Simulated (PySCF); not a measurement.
## Spinor energies of Pr³⁺ (praseodymium, charge +3)

Start: [Xe] 4f2; 4f5/2 filled at m_j = +3/2, +5/2. Calculated with PySCF 2.14 in x2c-TZVPall-2c (11s11p10d4f1g, 131 functions): generalised Hartree-Fock with the X2C-1e Hamiltonian and a Gaussian nucleus; one run each with spin-orbit coupling (SO) switched off, then screened by Boettger's factors.

```tsv
spinor shell	electrons	ε, spin-free (eV)	ε, screened SO (eV)	weight of nominal j (screened SO)	rms radius, screened SO (bohr)
1s1/2	2	-42223.7	-42217.6	1.000	0.0275
2s1/2	2	-6930.4	-6928.5	1.000	0.111
2p1/2	2	-6197.7	-6535.4	1.000	0.0958
2p3/2	4	-6197.7	-6049.4	1.000	0.102
3s1/2	2	-1567.2	-1566.6	1.000	0.290
3p1/2	2	-1329.9	-1398.5	1.000	0.282
3p3/2	4	-1329.9	-1299.4	1.000	0.294
3d3/2	4	-996.55	-1009.2	0.999	0.266
3d5/2	6	-996.55	-987.45	1.000	0.269
4s1/2	2	-356.61	-356.38	1.000	0.660
4p1/2	2	-276.10	-291.79	0.994	0.682
4p3/2	4	-276.10	-268.96	0.997	0.709
4d3/2	4	-157.46	-161.70	0.894	0.775
4d5/2	6	-157.46	-154.42	0.929	0.783
5s1/2	2	-75.824	-75.782	1.000	1.58
5p1/2	2	-52.825	-55.441	0.965	1.74
5p3/2	4	-52.825	-51.635	0.983	1.82
4f5/2	2	-40.575	-40.648	0.901	1.08
```

| quantity | spin-free | screened SO |
| --- | --- | --- |
| E (hartree) | -9229.84642 | -9234.16678 |
| M_J | 4 | 4 |
| ⟨J²⟩ | 22.010 | 20.892 |
| ⟨L²⟩ | 30.009 | 29.724 |
| ⟨S²⟩ | 2.001 | 1.980 |

The determinant has a definite M_J but mixes levels of different J.

Each row is a mean over spinors that exchange with the open shell spreads, by up to 8.935 eV (4d3/2).

Rows whose weight is well below 1 are mixtures of j = l ± 1/2: exchange outweighs spin-orbit coupling there, and the label is only the starting occupation.

Breit and QED terms are absent; they matter most for the inner s and p1/2 levels.

Densities and radii are taken from the X2C orbitals without a picture-change correction, which distorts them close to the nucleus.

Without spin-orbit coupling the j labels of p, d and f shells carry no meaning; the spin-free column gives the mean over the occupied spinors of each nl shell, and its ⟨J²⟩ belongs to a mixture of degenerate components.
